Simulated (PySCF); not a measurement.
# Frontier levels across methods

C₃H₁₀Si₂.
Z-matrix (Å and degrees, PBE0-D3(BJ)/def2-SVP geometry), rows numbered from 1:
```
C 
C   1  1.5016
Si  2  1.8853  1  117.09
C   2  1.3492  1  123.36  3   179.90
Si  4  1.8803  2  125.90  1     0.05
H   1  1.1031  2  110.86  3    60.12
H   1  1.1031  2  110.99  3   -57.87
H   1  1.1014  2  112.89  3  -178.90
H   3  1.4973  2  110.35  1    60.02
H   3  1.4976  2  110.35  1   -58.28
H   3  1.4929  2  109.83  1  -179.11
H   4  1.0985  2  117.86  1   179.75
H   5  1.4969  4  111.80  2   -57.83
H   5  1.4938  4  108.78  2  -177.51
H   5  1.4970  4  111.64  2    62.75
```

Basis pcSseg-1 throughout (PySCF), one geometry. Isolated species at its PBE0-D3(BJ)/def2-SVP geometry, gas phase.

Question: How do the orbital energies, the gap and the dipole change with the method?

Answer: 
| method | kind | HOMO (eV) | LUMO (eV) | gap (eV) | μ (D) | SCF cycles |
| --- | --- | --- | --- | --- | --- | --- |
| BLYP | GGA | -6.40 | -1.65 | 4.75 | 0.59 | 14 |
| B97-D | GGA | -6.51 | -1.71 | 4.80 | 0.59 | 15 |
| OPBE | GGA | -6.56 | -1.77 | 4.80 | 0.60 | 16 |
| KT2 | GGA | -6.57 | -1.81 | 4.75 | 0.59 | 14 |
| PBE | GGA | -6.57 | -1.83 | 4.74 | 0.60 | 15 |
| KT3 | GGA | -6.58 | -1.78 | 4.80 | 0.56 | 13 |
| BP86 | GGA | -6.67 | -1.92 | 4.75 | 0.61 | 15 |
| LDA | LDA | -6.69 | -2.00 | 4.69 | 0.63 | 14 |
| B97-2 | global hybrid | -7.42 | -0.95 | 6.48 | 0.57 | 14 |
| B3LYP | global hybrid | -7.43 | -1.08 | 6.36 | 0.56 | 14 |
| PBE0 | global hybrid | -7.67 | -0.91 | 6.76 | 0.57 | 13 |
| mPW1PW91 | global hybrid | -7.69 | -0.92 | 6.77 | 0.57 | 13 |
| BHandHLYP | global hybrid | -8.58 | 0.18 | 8.76 | 0.53 | 12 |
| CAM-B3LYP | range-separated hybrid | -8.92 | 0.26 | 9.19 | 0.54 | 12 |
| wB97X-D | range-separated hybrid | -9.48 | 0.86 | 10.34 | 0.56 | 13 |
| HF | Hartree–Fock | -10.00 | 2.71 | 12.70 | 0.51 | 10 |
| LC-wPBE | range-separated hybrid | -10.32 | 1.31 | 11.62 | 0.53 | 13 |

The HOMO spans 3.92 eV, from BLYP down to LC-wPBE, and the gap runs from 4.69 eV (LDA) to 12.70 eV (HF). Over the methods BLYP (0 %), B97-D (0 %), OPBE (0 %), KT2 (0 %), PBE (0 %), KT3 (0 %), BP86 (0 %), LDA (0 %), B97-2 (21 %), B3LYP (20 %), PBE0 (25 %), mPW1PW91 (25 %), BHandHLYP (50 %), HF (100 %), a straight line through the gap against the share of exact exchange rises by 0.80 eV for each 10 % (correlation coefficient 1.000). The dipole ranges from 0.51 D (HF) to 0.63 D (LDA). This basis has no diffuse functions.
